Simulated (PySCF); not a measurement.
# AsH⁻: one state, many levels of theory

State: ²Π (doublet), unpaired electrons π ↑. Set-up: PySCF, spin-free X2C with a Gaussian nucleus, basis sets As aug-cc-pVDZ-DK, H aug-cc-pVDZ-DK. De refers to As⁻ + H in their high-spin ground configurations, without counterpoise correction. The functionals are run spin-unrestricted. A positive dipole points towards H; it is taken about the centre of mass and depends on that origin.

```tsv
Level	Re (Å)	ωe (cm⁻¹)	De (eV)	μ (D)	CPU s a point (SCF and correlation, without the integrals)
UHF-MP2	1.541	2111	n/a	n/a	0.18
UHF-SCS-MP2	1.545	2083	n/a	n/a	n/a
UHF-CCSD	1.550	2042	n/a	n/a	n/a
UHF-CCSD(T)	1.553	2026	n/a	n/a	3.4
PBE	1.566	1974	3.10	-0.42	0.52
BLYP	1.573	1924	3.13	-0.49	0.39
r²SCAN	1.547	2051	3.10	-0.31	0.8
M06-L	1.553	2042	3.17	-0.36	0.82
PBE0	1.549	2057	3.05	-0.33	0.8
M06-2X	1.547	2085	2.97	-0.31	0.86
```

(1) What does a quarter of exact exchange do here, going from PBE to PBE0?

(2) What does the step from GGA to meta-GGA do here, going from PBE to r²SCAN?

(3) What does the triples do here, going from UHF-CCSD to UHF-CCSD(T)?

Correlated steps freeze 9 core orbitals. Spin–orbit coupling is left out. For an ion De counts to the pair picked by the measured ionisation energies or electron affinities, which need not be the lowest pair at this level. The highest Kohn–Sham level is positive in this anion. Much of that is self-interaction error, but it also means that the finite basis helps to hold the extra electron. The state was picked by a PBE0 search and need not be the measured ground state.

The whole job (state search and all levels along the bond) took about 1.6 min on 1 thread of Arm Neoverse V1 (shared host), peak memory 0.5 GiB.

Answers

(1) PBE0 less PBE: -1.7 pm in Re, +4.2 % in ωe, -0.05 eV in De. Exact exchange removes part of the self-interaction that spreads semilocal densities, and in most molecules shortens and stiffens the bond and lowers De; so it does here.

(2) r²SCAN less PBE: -1.9 pm in Re, +3.9 % in ωe, +0.00 eV in De. 

(3) UHF-CCSD(T) less UHF-CCSD: +0.3 pm in Re, -0.8 % in ωe. Correlation nearly always deepens the well. The bond lengthens, as in strong covalent bonds, where excitations into antibonding orbitals dominate.
